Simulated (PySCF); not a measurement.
C5H6NPS.
SMILES: `CSc1ncccp1`

Method used: PySCF, TDDFT wB97X-D/def2-SVPD, vertical, gas phase, core orbitals frozen in the response. The structure is a single PBE0-D3(BJ)/def2-SVP conformer in the gas phase; no vibrational or solvent corrections. Torsions of this conformer, `[CH3:1][S:2][c:3]1[n:4][cH:5][cH:6][cH:7][p:8]1`: C1–S2–C3–N4 1°.

Q: What does the calculation give for the low-lying excited states?

A: 

```csv
state,E (eV),E (hartree),f,symmetry,"main configurations (H = HOMO, L = LUMO)"
S1,3.87,0.1424,0.044,A′,H→L (94%)
S2,4.06,0.1493,0.0049,A″,H-1→L (98%)
S3,4.52,0.1661,0.224,A′,H→L+1 (89%)
S4,4.58,0.1682,0.0006,–,H-1→L+1 (97%)
S5,5.42,0.1993,0.0000,–,"H→L+2 (73%), H→L+3 (9%)"
S6,5.65,0.2077,0.0087,A″,H-3→L (91%)
S7,5.76,0.2118,0.253,A′,H-2→L (86%)
S8,5.99,0.2200,0.012,A′,"H-2→L+1 (60%), H-4→L (27%)"
S9,6.30,0.2313,0.0025,A″,H-3→L+1 (93%)
S10,6.34,0.2330,0.0059,A″,"H→L+3 (52%), H→L+4 (20%), H→L+2 (12%)"
```

Triplets (Tamm–Dancoff): T1 2.77 eV, H→L (80%), H-2→L (13%); T2 3.49 eV, H→L+1 (91%); T3 3.68 eV, H-1→L (93%); T4 4.18 eV, H-1→L+1 (91%).

The lowest singlet lies at 3.87 eV (320 nm, ultraviolet) and is of moderate strength; its leading configuration is HOMO→LUMO (94%). The most intense listed level is S7 at 5.76 eV (215 nm, f = 0.253), 1.89 eV above S1. Löwdin shares by element: HOMO sulfur 40%, carbon 20% or more, phosphorus 15% (atoms not listed hold the other 25%); LUMO carbon 46% or more, phosphorus 33% (atoms not listed hold the other 21%). The oscillator strengths of these states sum to 0.556; summed over the whole spectrum of an exact calculation they would give the number of electrons, 74 (Thomas–Reiche–Kuhn). The listed states span 2.47 eV, and the widest gap between neighbours is 0.84 eV (S4 to S5). Of the 10 states listed, 4 reach f = 0.01 and 1 stays under 0.0005. All these states lie below the vertical ionisation energy of 8.11 eV (ΔSCF). Symmetry labels in Cs follow from the direction of the transition dipole and are given only for states with f of 0.002 or more. Singlets were solved by full linear response, triplets in the Tamm–Dancoff approximation.

On one thread of an Arm Neoverse V2, no GPU, on a shared host, this took 3.5 min (with the writing of density and orbital grids) and 0.97 GiB of memory at its peak.
